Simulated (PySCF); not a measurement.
MGd for M along the fourth-period p block

PBE0 with double-zeta basis sets in PySCF, for the lowest determinant that a PBE0 search found; no spin–orbit coupling. De refers to high-spin ground-configuration atoms. A positive dipole means M(−)Gd(+).

| M | basis | state (unpaired electrons) | Re (Å) | ωe (cm⁻¹) | De (eV) | μ (D) |
| --- | --- | --- | --- | --- | --- | --- |
| As | ANO-RCC-VDZP | decet (f population 7.0) | 2.554 | 264 | 2.49 | 6.07 |
| Se | x2c-SVPall | nonet (f population 7.1) | 2.423 | 310 | 4.99 | 6.45 |
| Br | x2c-SVPall | octet (f population 7.1) | 2.565 | 240 | 4.54 | 2.74 |

The shortest bond is that of GdSe (2.423 Å), the longest that of GdBr (2.565 Å). GdSe is bound most strongly (4.99 eV) and GdAs least (2.49 eV).

The rows differ in basis set, which adds steps of its own.

The state changes along the series, so neighbouring rows are not always alike in their bonding.

Spin–orbit coupling is left out, which matters for elements this heavy, above all for dissociation energies. The state is the lowest single determinant that the PBE0 search found; with open d or f shells the true ground state can be another one.
